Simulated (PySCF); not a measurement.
## Radial density of Mo⁺ (molybdenum, charge +1)

r2SCAN, [Kr] 4d5, high-spin 6S determinant. Calculation: PySCF 2.14, in cc-pVTZ-PP with ECP28MDF (5s5p4d2f1g, 63 functions); a scalar-relativistic core potential. This is the valence pseudo-density: the core potential removes the inner electrons and smooths the orbitals near the nucleus.

```
r (bohr)  4πr²ρ (e/bohr)  4πr²(ρα − ρβ)
  0.0347       1.770e-05         0.0000
  0.0584       4.513e-05         0.0000
  0.0983       0.0001671         0.0000
   0.165        0.001460         0.0004
   0.278         0.02396         0.0065
   0.468          0.6559         0.1102
   0.787           7.336         1.1193
    1.32           9.594         2.9563
    2.23           2.359         1.7169
    3.74          0.2506         0.2457
    6.30        0.004930         0.0049
```

Energies and moments cover only the electrons outside the core potential.
